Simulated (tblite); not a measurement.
Write Cartesian coordinates for `CN(C)C1=CC2=CC(C(F)(F)F)=CC2=C1` as optimised with GFN2-xTB.

```
atom  x, y, z in Å
C1    -3.270   -1.408   -0.017
N2    -2.606   -0.167    0.292
C3    -3.411    1.015    0.108
C4    -1.251   -0.029    0.183
C5    -0.538    1.116   -0.013
C6     0.861    0.770    0.042
C7     2.114    1.256   -0.046
C8     3.036    0.112    0.146
C9     4.513    0.276    0.124
F10    4.957    1.095    1.101
F11    4.958    0.813   -1.029
F12    5.171   -0.884    0.279
C13    2.353   -1.033    0.348
C14    0.940   -0.674    0.290
C15   -0.303   -1.167    0.383
H16   -2.648   -2.257    0.249
H17   -4.198   -1.469    0.556
H18   -3.518   -1.478   -1.084
H19   -3.016    1.820    0.726
H20   -3.422    1.348   -0.937
H21   -4.433    0.802    0.418
H22   -0.914    2.103   -0.189
H23    2.453    2.261   -0.215
H24    2.755   -2.013    0.514
H25   -0.593   -2.181    0.588
```

Any rigid rotation of these coordinates is as good. Atoms count from 1 in this order. The C–C distances run from 1.340 Å (C14=C15, drawn double) to 1.494 Å (C4–C15, drawn single), a spread of 0.154 Å. The C–N distances run from 1.367 Å (N2–C4, drawn single) to 1.441 Å (N2–C3, drawn single), a spread of 0.074 Å. Of the pairs four or more bonds apart, H16···H25 is among the closest relative to their van der Waals radii: 2.08 Å, 87 % of the sum of Bondi's values. N2 (enamine nitrogen) has angles 121.8°, 117.4° and 114.9°, sum 354.1°, 0.20 Å off the plane of its three neighbours.

Bonds between heavy atoms (Å): C1–N2 1.441, N2–C3 1.441, N2–C4 1.367, C4=C5 1.363, C5–C6 1.442, C6=C7 1.347, C7–C8 1.481, C8–C9 1.486, C9–F10 1.349, C9–F11 1.349, C9–F12 1.343, C8=C13 1.348, C13–C14 1.459, C14=C15 1.340, C4–C15 1.494, C6–C14 1.468.

Structure optimised with GFN2-xTB, isolated species.

Point group: C1 (no symmetry element, even within 0.4 Å). Its GFN2-xTB frequencies are all real (lowest 18 cm⁻¹). 2 starts were optimised and ended at 0.00 and 0.11 kcal/mol (GFN2-xTB); the lowest of these is shown.

Hardware: an Arm Neoverse V2 with one thread, shared host. Cost: 1.5 s. That covers the optimisation of the geometry.

These are computed values.
